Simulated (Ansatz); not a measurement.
F2Ge, SMILES `[F][Ge][F]` (lower singlet) (charge 0, multiplicity 1). This singlet lies 3.49 eV below the relaxed triplet at the level frozen-core CCSD(T)/cc-pVTZ // B3LYP-D3(BJ)/def2-TZVP (Ansatz, a quantum-chemistry and plane-wave program).

Cartesian coordinates (Å):
```xyz
3

F      1.3218    -0.3840     0.0000
Ge    -0.0017     0.7736     0.0000
F     -1.3202    -0.3896     0.0000
```
Charge 0, multiplicity 1.

Frozen-core energies in cc-pVDZ from Ansatz at a geometry from B3LYP-D3(BJ)/def2-TZVP; the HF reference has <S^2> = 0.00 and the T1 diagnostic is 0.015.

```
level     energy (Ha)  difference from CCSDT(Q) (mHa)
--------  -----------  ------------------------------
HF        -2274.28931                          490.90
MP2       -2274.75843                           21.78
CCSD      -2274.76803                           12.17
CCSD(T)   -2274.77831                            1.90
CCSDT     -2274.77881                            1.39
CCSDT(Q)  -2274.78021                            0.00
```
